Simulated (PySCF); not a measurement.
UHF on Cl⁺ (chlorine, charge +1)

Configuration: [Ne] 3s2 3p4, high-spin 3P determinant. Computed with PySCF 2.14 in pcseg-2 (5s4p2d1f, 34 functions), with the non-relativistic Hamiltonian (point nucleus).

| Quantity | Value |
| --- | --- |
| Total energy | -459.044742 hartree |
| One-electron energy | -627.4451 hartree |
| Hartree (Coulomb) energy | 195.6671 hartree |
| Exchange energy | -27.2668 hartree |
| Kinetic energy | 459.69183 hartree |
| ⟨S²⟩ | 2.0099 |
| ⟨L²⟩ | 2.035 |
| Sum of ⟨r⟩ | 13.36 bohr |
| Sum of ⟨r²⟩ | 20.80 bohr² |
| Traceless quadrupole moment −½Σ⟨3z² − r²⟩ along its main axis | -1.44 e·bohr² |
| Density at the nucleus (Gaussians lack the cusp) | 3140 bohr⁻³ |
| Spin density at the nucleus | 0.380 bohr⁻³ |
| Langevin diamagnetic susceptibility | -16.5 ×10⁻⁶ cm³/mol |
| Time after the integrals | 0.14 s of wall time on 1 thread of Neoverse-N1 (shared host) |

```json
{"shell": "1s α", "electrons": "1", "mean orbital energy (eV)": "-2866.1", "spread (eV)": "0", "rms radius, mean of both spins (bohr)": "0.106"}
{"shell": "1s β", "electrons": "1", "mean orbital energy (eV)": "-2865.4", "spread (eV)": "0", "rms radius, mean of both spins (bohr)": "0.106"}
{"shell": "2s α", "electrons": "1", "mean orbital energy (eV)": "-301.41", "spread (eV)": "0", "rms radius, mean of both spins (bohr)": "0.482"}
{"shell": "2s β", "electrons": "1", "mean orbital energy (eV)": "-300.71", "spread (eV)": "0", "rms radius, mean of both spins (bohr)": "0.482"}
{"shell": "2p α", "electrons": "3", "mean orbital energy (eV)": "-232.70", "spread (eV)": "0.752", "rms radius, mean of both spins (bohr)": "0.451"}
{"shell": "2p β", "electrons": "3", "mean orbital energy (eV)": "-231.45", "spread (eV)": "0.586", "rms radius, mean of both spins (bohr)": "0.451"}
{"shell": "3s α", "electrons": "1", "mean orbital energy (eV)": "-43.525", "spread (eV)": "0", "rms radius, mean of both spins (bohr)": "1.63"}
{"shell": "3s β", "electrons": "1", "mean orbital energy (eV)": "-36.612", "spread (eV)": "0", "rms radius, mean of both spins (bohr)": "1.63"}
{"shell": "3p α", "electrons": "3", "mean orbital energy (eV)": "-26.356", "spread (eV)": "2.247", "rms radius, mean of both spins (bohr)": "1.86"}
{"shell": "3p β", "electrons": "1", "mean orbital energy (eV)": "-23.642", "spread (eV)": "0", "rms radius, mean of both spins (bohr)": "1.86"}
```
